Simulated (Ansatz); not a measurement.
Z-matrix (Å, degrees):
```
C
O 1 1.412
H 1 1.091 2 108.1
H 1 1.094 2 111.3 3 -119.5
H 1 1.094 2 111.0 3 119.0
Si 2 1.619 1 125.2 3 171.1
O 6 1.630 2 106.2 1 -47.9
N 6 1.691 2 113.5 1 -172.1
F 6 1.595 2 109.5 1 70.6
H 7 0.958 6 117.0 2 -179.8
H 8 1.007 6 119.6 2 -86.7
H 8 1.006 6 120.5 2 58.8
```

Total charge 0; spin multiplicity 1.

Problem. List the B3LYP/def2-TZVPP orbital energies in eV (Ansatz). (An estimate is asked.)

Solution. The calculation gave: Occupied: -1800.30, -671.12, -520.63, -520.42, -389.12, -278.05, -144.58, -99.96, -99.92, -99.89, -32.16, -27.95, -27.38, -23.37, -18.80, -15.53, -14.17, -13.59, -13.24, -12.94, -12.24, -12.00, -11.82, -11.28, -10.16, -9.44, -8.79, -8.20, -7.70. Lowest empty: 0.33, 1.22, 1.62, 2.30, 2.44, 2.51, 3.14, 3.73.

B3LYP here is the variant with VWN-RPA as its local correlation; programs differ in this.
